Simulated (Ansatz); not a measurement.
Cost and result for the atomization energy of `O[SiH](O)[SiH2]` radical (9 atoms, 8 bonds).

```xyz
9

O    -0.756    1.089    1.195
Si    0.143    0.637   -0.108
O    -0.715    0.661   -1.512
Si    0.961   -1.544   -0.020
H    -1.464    0.502    1.467
H     1.232    1.645   -0.120
H    -1.068    1.505   -1.801
H    -0.031   -2.610   -0.330
H     1.697   -1.885    1.229
```

Total charge 0; spin multiplicity 2. All single points use the PBE0-D4/def2-TZVP geometry. It is one conformer, not always the lowest. Program: Ansatz. All runs use 4 threads of a server CPU on a shared host. Times are those of one run each, without the atoms' runs, and a repeat can differ threefold. Electronic energies, without spin–orbit coupling; frozen cores. CCSD(T)/CBS adds CCSD(T) − MP2 in def2-TZVPP to the MP2 limit, and its time is that of the two runs behind it. T1 = 0.014; ⟨S²⟩ of the reference is 0.76. B3LYP takes the VWN-RPA correlation (the form of Gaussian; ORCA's B3LYP/G). HSE06 is the plane-wave form, built on full-range PBE exchange.

CCSD(T)/CBS is a level of theory with its own doubt, some kJ/mol a heavy atom from the limit and from the frozen cores, so smaller differences don't rank the functionals.

```tsv
level	functions	wall time	atomization (kJ/mol)	difference from CCSD(T)/CBS	per bond
revPBE-D4/def2-TZVPP	216	2.7 s	2964.2	-70.1	-8.8
BLYP-D4/def2-TZVPP	216	2.7 s	3004.4	-29.9	-3.7
B3LYP-D4/def2-TZVPP (with forces)	216	4.5 s	3008.1	-26.2	-3.3
PBE-QIDH/def2-TZVPP	216	6 s	2971.9	-62.4	-7.8
B2PLYP/def2-TZVPP	216	6 s	2977.2	-57.1	-7.1
HSE06-D4/def2-TZVPP	216	6.5 s	2982.5	-51.8	-6.5
CCSD(T)/def2-SVP	89	6.5 s	2756.1	-278.2	-34.8
r2SCAN-D4/def2-TZVPP (with forces)	216	7 s	3032.8	-1.5	-0.2
B97M-V/def2-TZVPP	216	11 s	3028.1	-6.2	-0.8
ωB97X-V/def2-TZVPP	216	11 s	3032.2	-2.1	-0.3
MP2/def2-QZVPP	404	27 s	3042.8	8.5	1.1
CCSD(T)/def2-TZVPP	216	4.8 min	2938.5	-95.8	-12.0
CCSD(T)/CBS(def2)	–	5.2 min	3034.3	0.0	0.0
```

From BLYP to BHLYP (50 % exact exchange), in def2-TZVPP and without D4, the atomization energy moves by −66.3 kJ/mol: exact exchange takes away binding that semilocal exchange gives to molecules. In def2-TZVPP, CCSD(T) changes the Hartree–Fock value by +769.3 kJ/mol (the triples alone add +40.7 kJ/mol) and MP2 by +815.8 kJ/mol; breaking electron pairs costs correlation energy, which Hartree–Fock lacks. At CCSD(T), def2-SVP lies −278.2 kJ/mol from the extrapolated value and def2-TZVPP −95.8 kJ/mol: correlation converges slowly with the basis, and small sets miss more of it in the bonded molecule than in its fragments.
